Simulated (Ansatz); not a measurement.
Abridged output of a molecular run in Ansatz:

```
Functional definition: HF
1725 factors; integrals over basis functions are off by at most 1.4e-3 eV
mean field evaluation 1: about -68587.2148 eV, gradient 3.3e1 eV
mean field evaluation 2: about -68587.4004 eV, gradient 3.3e1 eV
mean field evaluation 4: about -68591.4708 eV, gradient 4.6e0 eV
mean field evaluation 8: about -68591.5965 eV, gradient 4.5e-1 eV
mean field evaluation 16: about -68591.5990 eV, gradient 2.2e-6 eV
mean field -68591.59901632 eV, -2520.6947707942 hartree, gradient 2.2e-6 eV, S^2 0.000000; 2 other end points of the search recorded, 0 dependent functions left out
21 core orbitals not correlated: weight in the atoms' cores, before any rotation towards them, 1.000 or more for the frozen orbitals, at most 0.000 for the correlated occupied ones
reference -68591.59901632 eV, -2520.6947707942 hartree; 17, 17 occupied and 254, 254 virtual orbitals, 1725 factors
second order -18.88194506 eV of doubles, -0.00000000 eV of singles
cycle   1  -19.53919763 eV  change   -6.6e-1 eV  update   1.3e-1
cycle   2  -20.25807494 eV  change   -7.2e-1 eV  update   4.0e-2
cycle   3  -20.38212918 eV  change   -1.2e-1 eV  update   2.2e-2
cycle   4  -20.37251586 eV  change    9.6e-3 eV  update   7.0e-3
cycle   5  -20.37091340 eV  change    1.6e-3 eV  update   4.3e-3
cycle   6  -20.37029108 eV  change    6.2e-4 eV  update   1.8e-3
cycle   7  -20.37021296 eV  change    7.8e-5 eV  update   9.8e-4
cycle   8  -20.37044155 eV  change   -2.3e-4 eV  update   3.7e-4
cycle   9  -20.37055728 eV  change   -1.2e-4 eV  update   1.6e-4
cycle  10  -20.37051832 eV  change    3.9e-5 eV  update   8.1e-5
cycle  11  -20.37049046 eV  change    2.8e-5 eV  update   4.7e-5
cycle  12  -20.37050934 eV  change   -1.9e-5 eV  update   2.2e-5
perturbative correction -0.89152282 eV, -0.0327628595 hartree
Total energy: -68612.86104848 eV, -2521.4761360642 hartree
```

Its atoms:

Z-matrix (Å, degrees):
```
Si
Al 1 2.456
Ga 1 3.025 2 54.8
C 1 1.891 2 89.7 3 -22.5
H 1 1.494 2 129.9 3 -146.5
H 1 1.500 2 105.3 3 85.8
H 2 1.593 1 139.6 3 172.5
B 3 2.045 1 154.3 2 132.2
H 4 1.100 1 108.5 2 -81.2
H 4 1.092 1 117.1 2 156.3
H 8 1.198 3 121.9 1 152.9
H 8 1.199 3 121.3 1 -33.5
```

Problem. Which basis set was used?
A. cc-pV(D+d)Z
B. def2-SVPD
C. cc-pV(Q+d)Z
D. def2-TZVPP

Solution. D. It gives 292 functions.

Problem. Write the keys of the input that set method, charge and spin (a neutral closed shell needs none for the last two).

Solution. 
```yaml
correlation: {method: ccsd_t}
```
